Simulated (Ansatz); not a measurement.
Species: BH3, charge 1, doublet. BH3+ (parent SMILES B, doublet).
B3LYP-D3(BJ)/def2-TZVP minimum from Ansatz (a quantum-chemistry and plane-wave program):
```xyz
4

B      0.0408    -0.0558     0.0911
H     -1.0045     0.1986    -0.5934
H      0.4581    -0.6265     1.0230
H      0.3423     0.7069    -0.8853
```
Charge +1, spin multiplicity 2.

Total energies in aug-cc-pVTZ, 5 correlated electrons, 1 frozen orbitals. Radicals and triplets start from unrestricted determinants; spin-orbit coupling is neglected. Cores are frozen in correlated methods. No relativity. The spin of H3B+ (parent SMILES B, doublet) was assumed, and the state is the lowest solution found for it.

| method | program | energy (Eh) | minus CCSDT(Q) (mEh) |
|---|---|---|---|
| HF | Ansatz | -25.98852 | 106.83 |
| MP2 | Ansatz | -26.07324 | 22.11 |
| CCSD | Ansatz | -26.09294 | 2.41 |
| CCSD(T) | Ansatz | -26.09488 | 0.47 |
| CCSDT(Q) | Ansatz | -26.09535 | 0.00 |

Rough core times of Ansatz's runs on a shared machine: CCSD(T) under 20 s, CCSDT(Q) 4 min.
